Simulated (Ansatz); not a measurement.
A nudged elastic band was laid between two geometries of CHFOSi (5 atoms, charge 0, multiplicity 1).

Level of theory: RKS B3LYP/def2-SVP in Ansatz 0.2.0.

```
movable images  : 9
climbing image  : yes
spring          : 5.0 eV/Å²
optimiser       : quadratic models (default)
start path      : through a guess of the saddle point
force threshold : 0.05 eV/Å
iteration limit : 60
end points      : relaxed
```

Initial state:

```xyz
5
Properties=species:S:1:pos:R:3
O 0.480 1.399 0.461
C 0.101 0.215 0.168
Si 0.284 -1.355 -0.615
F -0.862 -2.344 0.036
H -0.003 2.085 -0.051
```

Final state:

```xyz
5
Properties=species:S:1:pos:R:3
O 0.760 0.452 0.795
C 0.035 0.720 -0.173
Si 0.481 -1.122 -0.550
F -0.845 -1.778 0.182
H -0.431 1.728 -0.253
```

(1) What changes between the two ends?

(2) Give the energies along the band, and the barrier.

(3) What is the geometry of the highest image?

Results:

(1) Bonds broken: O1–H5. Bonds formed: C2–H5.

(2) The forces met the threshold. The highest image is number 3 of 0 to 10, 1.58 eV above the first end and 3.45 eV above the last; the last end lies 1.87 eV below the first. Neighbouring images differ by up to 1.5 eV, so the band resolves the path poorly. A vibrational analysis at the climbing image gives one clearly imaginary mode, 2078i cm⁻¹: a first-order saddle point. The orbitals stay closed-shell, which can raise the energy where a bond breaks towards radicals; this wasn't checked here.

```
image  path coordinate (Å)  energy (eV)  O1–H5 (Å)  C2–H5 (Å)
    0                 0.00         0.00       0.98       1.89
    1                 0.33         0.06       0.98       1.84
    2                 0.66         0.52       0.98       1.60
    3                 0.98         1.58       1.19       1.27
    4                 1.26         0.39       1.49       1.14
    5                 1.53        -1.09       1.80       1.12
    6                 1.81        -1.56       2.00       1.13
    7                 2.08        -1.69       2.03       1.13
    8                 2.36        -1.76       2.04       1.12
    9                 2.63        -1.83       2.04       1.11
   10                 2.90        -1.87       2.04       1.11
```

(3) 
```xyz
5
Properties=species:S:1:pos:R:3:forces:R:3
O 0.642 1.519 0.604 -0.02 -0.01 0.00
C 0.239 0.349 0.240 0.00 0.02 -0.02
Si 0.284 -1.223 -0.664 0.01 0.00 0.00
F -0.936 -2.089 0.023 0.00 0.00 0.00
H -0.228 1.443 -0.202 0.01 0.00 0.02
```

Run time: 5.2 min on 1 thread of Arm Neoverse N1 (shared host), peak memory 0.13 GiB.
